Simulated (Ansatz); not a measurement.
System: C$_{5}$H$_{12}$O, charge 0, multiplicity 1. 
Geometry from a B3LYP-D3(BJ)/def2-TZVP (Ansatz, a program for electronic structure) optimisation:
```
C
H 1 1.0957
H 1 1.0958 2 106.06
C 1 1.5266 2 109.30 3 -118.02
H 4 1.0939 1 110.11 2 -63.19
H 4 1.0970 5 106.61 1 118.51
C 4 1.5214 5 108.66 6 117.41
H 7 1.0916 4 110.16 5 62.67
H 7 1.0982 8 107.26 4 -119.68
O 7 1.4242 8 105.36 9 -117.93
H 10 0.9633 7 108.41 8 179.95
C 1 1.5270 2 109.14 3 117.47
H 12 1.0947 1 109.12 2 64.54
H 12 1.0949 13 106.11 1 -117.48
C 12 1.5258 13 109.60 14 -118.24
H 15 1.0915 12 111.49 13 58.05
H 15 1.0927 16 107.74 12 122.10
H 15 1.0927 16 107.74 17 115.76
```
Charge 0, spin multiplicity 1.

Wanted: vertical ionisation energy (to the doublet state of charge +1; each state is the SCF solution reached for its spin), in eV. Correlated levels leave the core frozen unless marked. UHF or UKS for open shells. No spin-orbit coupling. Non-relativistic. 

```json
[
 {"level": "HF/aug-cc-pVDZ", "program": "Ansatz", "vertical ionisation energy (eV)": "9.28"},
 {"level": "HF/aug-cc-pVTZ", "program": "Ansatz", "vertical ionisation energy (eV)": "9.26"},
 {"level": "SVWN5/def2-TZVPD", "program": "Ansatz", "vertical ionisation energy (eV)": "9.59"},
 {"level": "PBE/def2-TZVPD", "program": "Ansatz", "vertical ionisation energy (eV)": "9.44"},
 {"level": "r2SCAN/def2-TZVPD", "program": "Ansatz", "vertical ionisation energy (eV)": "9.60"},
 {"level": "B3LYP/def2-TZVPD", "program": "Ansatz", "vertical ionisation energy (eV)": "9.94"},
 {"level": "PBE0/def2-TZVPD", "program": "Ansatz", "vertical ionisation energy (eV)": "9.94"},
 {"level": "BHLYP/def2-TZVPD", "program": "Ansatz", "vertical ionisation energy (eV)": "10.21"},
 {"level": "CAM-B3LYP/def2-TZVPD", "program": "Ansatz", "vertical ionisation energy (eV)": "10.27"},
 {"level": "wB97M-V/def2-TZVPD", "program": "Ansatz", "vertical ionisation energy (eV)": "10.29"},
 {"level": "wB97X-V/def2-TZVPD", "program": "Ansatz", "vertical ionisation energy (eV)": "10.30"},
 {"level": "B2PLYP/def2-TZVPD", "program": "Ansatz", "vertical ionisation energy (eV)": "10.21"},
 {"level": "MP2/aug-cc-pVDZ", "program": "Ansatz", "vertical ionisation energy (eV)": "10.79"},
 {"level": "RI-MP2/aug-cc-pVTZ", "program": "Ansatz", "vertical ionisation energy (eV)": "10.94"},
 {"level": "SCS-MP2/aug-cc-pVDZ", "program": "Ansatz", "vertical ionisation energy (eV)": "10.72"},
 {"level": "SCS-MP2/aug-cc-pVTZ", "program": "Ansatz", "vertical ionisation energy (eV)": "10.88"},
 {"level": "CCSD/aug-cc-pVDZ", "program": "Ansatz", "vertical ionisation energy (eV)": "10.32"},
 {"level": "CCSD/aug-cc-pVTZ", "program": "Ansatz", "vertical ionisation energy (eV)": "10.44"},
 {"level": "CCSD(T)/aug-cc-pVDZ", "program": "Ansatz", "vertical ionisation energy (eV)": "10.31"},
 {"level": "CCSD(T)/aug-cc-pVTZ", "program": "Ansatz", "vertical ionisation energy (eV)": "10.44"}
]
```
